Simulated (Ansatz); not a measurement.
FGeH₅SSi (`F[SiH2][S][GeH3]`) at its PBE0-D4/def2-TZVP geometry, where that method's forces vanish. Charge 0, multiplicity 1.

```xyz
9

F    -1.8305   -0.9514   -0.9725
Si   -1.3353   -0.7876    0.5401
S    -0.4536    1.0995    0.8643
Ge    1.3369    0.8777   -0.4572
H    -2.5156   -0.8672    1.4279
H    -0.3702   -1.8855    0.7757
H     0.9962    1.3839   -1.8637
H     2.4364    1.7350    0.1796
H     1.7358   -0.6044   -0.4942
```

Q: What forces (eV/Å) does r2SCAN-D4/def2-TZVPP give on these atoms in Ansatz 0.2.0? (Estimate.)

A: Ansatz gave: 
```
F1  -0.008 -0.006 -0.044
Si2 -0.005 -0.045  0.043
S3   0.000  0.041  0.029
Ge4  0.058 -0.009 -0.038
H5   0.027 -0.001 -0.013
H6  -0.029  0.015  0.004
H7   0.018 -0.022  0.057
H8  -0.051 -0.039 -0.034
H9  -0.011  0.066 -0.003
```
